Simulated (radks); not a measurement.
Values are calculated unless marked as measured or tabulated.
Question: Hf III, 70 electrons, occupied as [Xe] 4f14 5d2. Level of theory: Dirac Kohn-Sham, PBEsol, spin-unpolarised, spherical densities, finite nucleus; open shells fill j = l - 1/2 first; Fermi nuclear charge, rms radius 5.347 fm (a radial shooting solver on a logarithmic mesh with Libxc functionals).

Spin-orbit splittings of the eigenvalues, e(l+1/2) - e(l-1/2), with zeta = 2 splitting/(2l+1) and mean radii in bohr:

| shell | occ. | splitting (eV) | zeta (eV) | <r> j=l-1/2 | <r> j=l+1/2 |
|---|---|---|---|---|---|
| 2p | 6 | 1191 | 794.1 | 0.06613 | 0.07386 |
| 3p | 6 | 255.2 | 170.1 | 0.1981 | 0.2125 |
| 3d | 10 | 55.69 | 22.27 | 0.1864 | 0.1908 |
| 4p | 6 | 58.49 | 38.99 | 0.4746 | 0.5076 |
| 4d | 10 | ? | ? | 0.5286 | 0.5402 |
| 4f | 14 | 1.745 | 0.4987 | 0.6703 | 0.6830 |
| 5p | 6 | 7.801 | 5.201 | 1.265 | 1.373 |
| 5d | 2 | 0.5795 | 0.2318 | 2.078 | 2.139 |

Estimate the 4d splitting.

Answer: 10.71 eV (zeta = 4.285 eV).
